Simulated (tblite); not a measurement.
Species: C2H11AlOSSi.
Geometry (GFN2-xTB, Å), atoms numbered from 1 in this order:
```xyz
17
C2H11AlOSSi angstrom
C     -0.564   -1.651    0.531
S     -0.655    0.042    1.167
Al    -2.730    0.437   -0.093
C      0.296    0.935   -0.126
O      1.538    0.415   -0.308
Si     2.805    0.405    0.732
H     -0.586   -2.318    1.387
H      0.375   -1.758   -0.005
H     -1.416   -1.849   -0.124
H     -2.665    1.994    0.098
H     -2.267   -0.137   -1.488
H     -3.574   -0.512    0.820
H     -0.269    0.872   -1.064
H      0.318    1.972    0.225
H      3.144    1.774    1.118
H      3.758   -0.234   -0.158
H      2.485   -0.374    1.928
```

Computed with GFN2-xTB (tblite): harmonic, unscaled wavenumbers at the GFN2-xTB geometry, gas phase. Against measured fundamentals such values can be off by several per cent, at times by over 20. Modes of hydrogen on aluminium and silicon can be 10 to 20 % off. One conformer, not necessarily the lowest.

Harmonic wavenumbers (cm⁻¹): 38.6, 55.4, 79.7, 118.0, 129.8, 152.6, 183.6, 237.3, 261.6, 280.9, 405.3, 480.7, 487.5, 602.7, 638.9, 660.2, 722.0, 732.6, 744.0, 748.6, 773.0, 785.5, 794.1, 821.6, 898.3, 951.9, 976.4, 1149.6, 1204.0, 1265.3, 1311.7, 1413.1, 1429.9, 1433.1, 1624.4, 1671.5, 1702.2, 2256.0, 2279.9, 2358.3, 2884.0, 2933.0, 2934.8, 3034.8, 3052.9.

A = 4096, B = 873.9, C = 809.9 MHz; mass 138.012 u (most abundant isotopes); point group C1, symmetry number 1.

Problem. What is the zero-point energy?

Solution. ½Σν̃ = 24850 cm⁻¹ = 297.27 kJ/mol.

Problem. What is S at 273.15 K and 1 bar for an ideal gas of classical rigid rotors and harmonic oscillators?

Solution. Translation 168.49, rotation 120.65, vibration 138.14: S = 427.3 J/(mol K).

Problem. And Cp and H(273.15 K) − H(0)?

Solution. Cp = 164.91 J/(mol K), of which vibrations give 131.65 (their classical limit is 45 R = 374.2); H(273.15 K) − H(0) = 28.33 kJ/mol without the zero-point energy, 19.24 from vibrations.

Problem. Which modes carry the vibrational entropy at 273.15 K?

Solution. 38.6 cm⁻¹: 21.57; 55.4 cm⁻¹: 18.58; 79.7 cm⁻¹: 15.59; 118.0 cm⁻¹: 12.40; 129.8 cm⁻¹: 11.64; 152.6 cm⁻¹: 10.35 J/(mol K); the other 39 give 48.00 together.

Problem. What must be added to the electronic energy to get the Gibbs energy at 273.15 K and 1 bar?

Solution. ZPE + [H(273.15 K) − H(0)] − T·S = 297.27 + 28.33 − 116.71 = 208.89 kJ/mol.

Hindered rotation and anharmonicity are outside this model. Other conformers, if any are populated, would add a mixing term that is left out. The structure is chiral; the term R ln 2 for an equal mix with its mirror image is left out.
